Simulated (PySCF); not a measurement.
germylmethylgermane (CH8Ge2), SMILES [GeH3][CH2][GeH3]. Geometry optimised at TPSSh-D3(BJ)/def2-SVP.

Computed equilibrium geometry at TPSSh-D3(BJ)/def2-SVP (PySCF confirms it by a frequency run) as a Z-matrix, and its point group:
point group C2v.
```
C
H 1 1.1023
H 1 1.1023 2 107.44
Ge 1 1.9650 2 108.64 3 -117.36
H 4 1.5402 1 110.01 2 178.43
H 4 1.5402 5 108.71 1 -120.52
H 4 1.5412 5 108.82 6 -118.37
Ge 1 1.9650 2 108.64 3 117.36
H 8 1.5402 1 110.01 2 61.84
H 8 1.5402 9 108.71 1 -120.52
H 8 1.5412 9 108.82 10 -118.37
```
Charge 0, spin multiplicity 1.
